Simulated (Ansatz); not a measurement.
Basis-set series for CF2GaN, SMILES `N#[C][Ga]([F])[F]`. Total charge 0; spin multiplicity 1. The geometry is a stationary point of PBE0-D4/def2-TZVP.

```json
{"atom": "N1", "x (Å)": "-0.190", "y (Å)": "0.281", "z (Å)": "-2.401"}
{"atom": "C2", "x (Å)": "-0.100", "y (Å)": "0.148", "z (Å)": "-1.262"}
{"atom": "Ga3", "x (Å)": "0.049", "y (Å)": "-0.073", "z (Å)": "0.624"}
{"atom": "F4", "x (Å)": "1.236", "y (Å)": "-1.112", "z (Å)": "1.322"}
{"atom": "F5", "x (Å)": "-0.996", "y (Å)": "0.756", "z (Å)": "1.717"}
```

```json
{"functional": "PBE0-D4", "basis": "def2-TZVPP", "functions": "172", "energy (Eh)": "-2217.04180", "HOMO (eV)": "-10.84", "LUMO (eV)": "-2.49"}
{"functional": "PBE0-D4", "basis": "def2-QZVPP", "functions": "317", "energy (Eh)": "-2217.10221", "HOMO (eV)": "-10.86", "LUMO (eV)": "-2.53"}
{"functional": "ωB97M-V", "basis": "def2-TZVPP", "functions": "172", "energy (Eh)": "-2217.42767", "HOMO (eV)": "-13.19", "LUMO (eV)": "-0.60"}
{"functional": "ωB97M-V", "basis": "def2-QZVPP", "functions": "317", "energy (Eh)": "-2217.48513", "HOMO (eV)": "-13.22", "LUMO (eV)": "-0.67"}
```

(1) Give the rows for def2-SVP. (Best estimate.)

Results:

(1) Ansatz gave: 
```
functional     basis  functions  energy (Eh)  HOMO (eV)  LUMO (eV)
   PBE0-D4  def2-SVP         88  -2216.43583     -10.79      -2.39
   ωB97M-V  def2-SVP         88  -2216.81510     -13.10      -0.43
```

Scalar relativity is left out up to krypton.
